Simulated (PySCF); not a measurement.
Compound: C7H11ClO2.
Atom-mapped SMILES: `[CH3:1][O:2][C@:3]1([C:4](=[O:5])[Cl:6])[CH2:7][C:8]1([CH3:9])[CH3:10]`

Probes without a nucleus sit at each ring's centroid and 1 Å off its mean plane on both sides; NICS is minus the shielding there, NICSzz its component along the normal. Level: GIAO PBE0/pcSseg-1 (PySCF, non-relativistic, gas phase) on the GFN2-xTB geometry, one conformer.

Ring bond lengths (Å), with Mayer bond orders in brackets: C3–C7 1.526 (0.89), C7–C8 1.489 (0.90), C8–C3 1.544 (0.81).

Problem. What do the NICS probes read (ppm)?

Solution. 
| ring | type | NICS(0) | NICS(1), two faces | NICS(1)zz, two faces | rms pucker (Å) | centre to ring atoms, mean (Å) |
| --- | --- | --- | --- | --- | --- | --- |
| C3–C7–C8 | 3-membered carbocycle; formal bonds all single | -41.6 | -8.3 / -7.0 | -20.2 / -15.8 | 0.00 | 0.88 |

Problem. What can be read from them?

Solution. 
- C3–C7–C8: mean NICS(1)zz -18.0 ppm, shielded. C3, C7, C8 have four or more neighbours; no verdict on aromaticity is drawn. The two faces differ by 4.4 ppm, so no symmetry operation interchanges them. NICS(0) lies 34 ppm below the mean NICS(1).

Problem. Give the inner angles of the rings and the Hirshfeld charges of the ring atoms.

Solution. 
- C3–C7–C8: C3 58.0° (+0.055 e), C7 61.6° (-0.088 e), C8 60.4° (+0.028 e); sum 180.0° against 180° for a flat convex ring.

The values belong to the conformer `[CH3:1][O:2][C@:3]1([C:4](=[O:5])[Cl:6])[CH2:7][C:8]1([CH3:9])[CH3:10]`: C1–O2–C3–C4 77°, O2–C3–C4–O5 -165°.
